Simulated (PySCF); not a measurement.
Mapped SMILES: `[CH2:1]=[CH:2][CH2:3][c:4]1[cH:5][cH:6][cH:7][cH:8][cH:9]1`; H(Xn) means a hydrogen on atom n. Ha(C1) is cis to C3; Hb(C1) is trans to C3.

Non-relativistic, no solvent, single conformer, averaged over atoms made equivalent by symmetry, fast rotation or ring inversion. GFN2-xTB geometry; NMR shieldings at PBE0/pcSseg-1/GIAO; PySCF 2.14.0 with density-fitted response routines.

Problem. List the cross peaks expected in HSQC, COSY and HMBC spectra.

Solution. 

HSQC (one-bond C–H):
| δH | δC |
| --- | --- |
| 7.61 (H(C6)/H(C8)) | 134.3 (C6/C8) |
| 7.50 (H(C5)/H(C9)) | 134.4 (C5/C9) |
| 7.48 (H(C7)) | 131.5 (C7) |
| 6.12 (H(C2)) | 149.9 (C2) |
| 5.44 (Ha(C1)) | 118.6 (C1) |
| 5.11 (Hb(C1)) | 118.6 (C1) |
| 3.38 (H(C3)) | 48.1 (C3) |

COSY cross peaks (H two or three bonds apart, from the bond graph; peaks can be absent where the dihedral angle is near 90°):
| δH | δH |
| --- | --- |
| 7.61 (H(C6)/H(C8)) | 7.50 (H(C5)/H(C9)) |
| 7.61 (H(C6)/H(C8)) | 7.48 (H(C7)) |
| 6.12 (H(C2)) | 5.44 (Ha(C1)) |
| 6.12 (H(C2)) | 5.11 (Hb(C1)) |
| 6.12 (H(C2)) | 3.38 (H(C3)) |
| 5.44 (Ha(C1)) | 5.11 (Hb(C1)) |

HMBC (two and three bonds, from the bond graph):
| δH | δC |
| --- | --- |
| 7.61 (H(C6)/H(C8)) | 146.5 (C4), 134.4 (C5/C9), 134.3 (C6/C8), 131.5 (C7) |
| 7.50 (H(C5)/H(C9)) | 146.5 (C4), 134.4 (C5/C9), 134.3 (C6/C8), 131.5 (C7), 48.1 (C3) |
| 7.48 (H(C7)) | 134.4 (C5/C9), 134.3 (C6/C8) |
| 6.12 (H(C2)) | 146.5 (C4), 118.6 (C1), 48.1 (C3) |
| 5.44 (Ha(C1)) | 149.9 (C2), 48.1 (C3) |
| 5.11 (Hb(C1)) | 149.9 (C2), 48.1 (C3) |
| 3.38 (H(C3)) | 149.9 (C2), 146.5 (C4), 134.4 (C5/C9), 118.6 (C1) |

Scale: TMS for $^{1}$H (σ = 31.72 ppm), $^{13}$C (σ = 186.93 ppm) (reference shieldings calculated alike).

Short H···H contacts in this conformer between protons four or more bonds apart (candidates for NOE cross peaks, intensity ∝ r⁻⁶): H(C3)···H(C9) 2.40 Å, Ha(C1)···H(C3) 2.42 Å.

Shifts are as computed. Against solution values, carbons near 30 ppm lie about +3 ppm off and those near 130 ppm about +5 ppm. Of 1211 compounds with measured shifts, 218 miss one by over three times the rms of a fit or turn the order of signals round; such compounds aren't used in these exercises.
